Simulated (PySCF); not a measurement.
Can point charges reproduce the dipole moment of `C#CC1=CCC(=C)O[SiH2]1`?

Coordinates (GFN2-xTB, Å) and charges (e) from the PBE0/pcSseg-1 density (PySCF):

| atom | x | y | z | Mulliken | IAO | Hirshfeld | ESP-fitted |
| --- | --- | --- | --- | --- | --- | --- | --- |
| C1 | 3.788 | 0.673 | 0.280 | -0.3888 | -0.2482 | -0.1159 | -0.3892 |
| C2 | 2.622 | 0.405 | 0.171 | +0.4145 | -0.0226 | -0.0509 | -0.0425 |
| C3 | 1.267 | 0.044 | 0.054 | -0.5520 | -0.3208 | -0.0978 | -0.1549 |
| C4 | 0.366 | 0.863 | -0.506 | -0.0562 | -0.0924 | -0.0128 | -0.0093 |
| C5 | -1.078 | 0.487 | -0.660 | -0.1626 | -0.2995 | -0.0716 | -0.4385 |
| C6 | -1.655 | -0.135 | 0.587 | +0.0777 | +0.2186 | +0.0796 | +0.4981 |
| C7 | -2.790 | 0.263 | 1.145 | -0.1742 | -0.3994 | -0.1515 | -0.7510 |
| O8 | -0.956 | -1.162 | 1.127 | -0.5872 | -0.5934 | -0.1970 | -0.4536 |
| Si9 | 0.589 | -1.566 | 0.775 | +0.9357 | +1.0222 | +0.4166 | +0.7315 |
| H10 | 4.803 | 0.919 | 0.372 | +0.0416 | +0.2031 | +0.0908 | +0.2942 |
| H11 | 0.657 | 1.835 | -0.884 | +0.1052 | +0.1584 | +0.0551 | +0.1427 |
| H12 | -1.165 | -0.256 | -1.464 | +0.1727 | +0.1628 | +0.0520 | +0.1542 |
| H13 | -1.672 | 1.356 | -0.939 | +0.1401 | +0.1620 | +0.0581 | +0.1754 |
| H14 | -3.173 | -0.218 | 2.025 | +0.1189 | +0.1611 | +0.0430 | +0.2506 |
| H15 | -3.362 | 1.072 | 0.732 | +0.1095 | +0.1505 | +0.0426 | +0.2367 |
| H16 | 1.151 | -1.940 | 2.062 | -0.0956 | -0.1202 | -0.0655 | -0.1089 |
| H17 | 0.600 | -2.627 | -0.238 | -0.0993 | -0.1421 | -0.0752 | -0.1355 |

Task: Form Σ q r in debye for every column and set it beside the full dipole.

Result: The full density gives (0.28, 0.54, -1.21) D, 1.36 D in size; dipole vectors point from the negative to the positive end.

| scheme | μx | μy | μz | size (D) | share of the full size (%) | angle to the full dipole (°) |
| --- | --- | --- | --- | --- | --- | --- |
| Mulliken | -2.61 | -0.82 | -1.62 | 3.17 | 234 | 79 |
| IAO | 0.88 | -0.35 | -1.37 | 1.66 | 123 | 41 |
| Hirshfeld | 0.07 | -0.06 | -0.78 | 0.79 | 58 | 29 |
| ESP-fitted | 0.28 | 0.51 | -1.25 | 1.38 | 102 | 2 |

Task: Which set comes closest?

Result: Length of the difference vector: ESP-fitted 0.06 D, Hirshfeld 0.77 D, IAO 1.09 D, Mulliken 3.21 D. Closest: ESP-fitted. The schemes that divide the density aren't constrained to reproduce the dipole.

Task: What is left for the Hirshfeld atoms' own dipoles?

Result: The Hirshfeld atoms' densities add up to the full density, so μ = Σ q r + Σ (atomic dipoles). The atomic dipoles sum to (0.28, 0.54, -1.21) − (0.07, -0.06, -0.78) = (0.21, 0.60, -0.43) D, 0.77 D in size.

Task: With the origin at the mean of the coordinates, (0.000, 0.001, 0.273) Å, which are the largest single terms, by size, of the Mulliken dipole along the direction of the full one?

Result: Si9 -4.30, O8 +4.02, C1 -1.94, C2 +1.57, H14 -1.32 D; all 17 atoms together +0.58 D. The single terms depend on the origin, their sum doesn't.

Task: Give the size of the full dipole in other units.

Result: 1.36 D = 0.534 au = 0.282 e·Å = 4.52 × 10⁻³⁰ C·m.

One conformer (not necessarily the lowest) at the GFN2-xTB geometry, without solvent, vibrations or thermal averaging.

These values come from a run that also computed NMR shieldings. The run took 61 s on an Arm Neoverse N1 with one thread, no GPU, on a shared host, and the process peaked at 0.89 GiB of memory.
